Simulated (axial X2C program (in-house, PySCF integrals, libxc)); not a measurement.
# A run on RbOs without results

A two-component calculation with an in-house all-electron X2C program for linear molecules (integrals from PySCF).

Input and command:
```json
{"zs": [76, 37], "q": 0, "bas": ["dyall-acv3z", "dyall-acv3z"], "r0": 3.39, "eom": "ea", "thr": -2.0, "nmax": 92, "grid": [1, 0.96, 1.045, 0.92, 1.09, 1.15]}
```
```bash
python soeom.py task.json out
```

Keys: zs atomic numbers; q charge; bas basis sets; r0 starting distance in Å; eom kind of EOM run; thr threshold in hartree for freezing inner shells (an s shell follows its p shell); nmax most natural virtual spinors; grid distances as factors.

Outcome:

The program refused: none of the low determinants of the reference species is a closed shell, which the EOM method needs.
